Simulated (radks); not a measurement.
The numbers below are computed, except where a source is named.
Exchange energies: the exact (Fock) value of the Kohn-Sham orbitals and density-functional approximations, in hartree. Species: Zn+ [Ar] 3d10 4s1; Re2+ [Xe] 4f14 5d5; Pm28+ [Ar] 3d10 4s2 4p3; O+ [He] 2s2 2p3; Te4+ [Kr] 4d10 5s2. Level of theory: non-relativistic Kohn-Sham, PBE, spin-polarised, spherical densities, point nucleus (a radial shooting solver on a logarithmic mesh with Libxc functionals). Every spin shell is full or empty, so the densities are truly spherical. Functionals are evaluated on that one density, not self-consistently.

[
 {"functional": "exact", "Zn+": "-69.3147", "Re2+": "-309.684", "Pm28+": "-184.545", "O+": "-7.88514", "Te4+": "-167.601"},
 {"functional": "LDA", "Zn+": "-65.378", "Re2+": "-297.81", "Pm28+": "-175.15", "O+": "-7.0660", "Te4+": "-159.55"},
 {"functional": "RPBE", "Zn+": "-69.458", "Re2+": "-309.28", "Pm28+": "-184.12", "O+": "-7.9063", "Te4+": "-167.21"},
 {"functional": "PW91", "Zn+": "-69.550", "Re2+": "-310.10", "Pm28+": "-184.44", "O+": "-7.8533", "Te4+": "-167.59"},
 {"functional": "PW86", "Zn+": "-69.649", "Re2+": "-308.84", "Pm28+": "-184.15", "O+": "-7.9324", "Te4+": "-167.26"},
 {"functional": "WC", "Zn+": "-68.800", "Re2+": "-307.97", "Pm28+": "-182.80", "O+": "-7.7020", "Te4+": "-166.17"},
 {"functional": "AM05", "Zn+": "-65.749", "Re2+": "-298.47", "Pm28+": "-175.92", "O+": "-7.2111", "Te4+": "-160.11"},
 {"functional": "SOGGA", "Zn+": "-67.648", "Re2+": "-304.21", "Pm28+": "-180.14", "O+": "-7.5308", "Te4+": "-163.82"},
 {"functional": "B86b", "Zn+": "-69.600", "Re2+": "-309.98", "Pm28+": "-184.48", "O+": "-7.8823", "Te4+": "-167.59"},
 {"functional": "TPSS", "Zn+": "-69.519", "Re2+": "-308.68", "Pm28+": "-183.94", "O+": "-7.9129", "Te4+": "-167.10"},
 {"functional": "revTPSS", "Zn+": "-69.006", "Re2+": "-307.14", "Pm28+": "-182.75", "O+": "-7.8790", "Te4+": "-166.06"},
 {"functional": "SCAN", "Zn+": "-69.636", "Re2+": "-310.09", "Pm28+": "-184.78", "O+": "-7.8914", "Te4+": "-167.87"},
 {"functional": "r2SCAN", "Zn+": "-69.464", "Re2+": "-309.37", "Pm28+": "-184.24", "O+": "-7.8805", "Te4+": "-167.42"},
 {"functional": "Tao-Mo", "Zn+": "-69.115", "Re2+": "-307.36", "Pm28+": "-182.97", "O+": "-7.9045", "Te4+": "-166.24"}
]
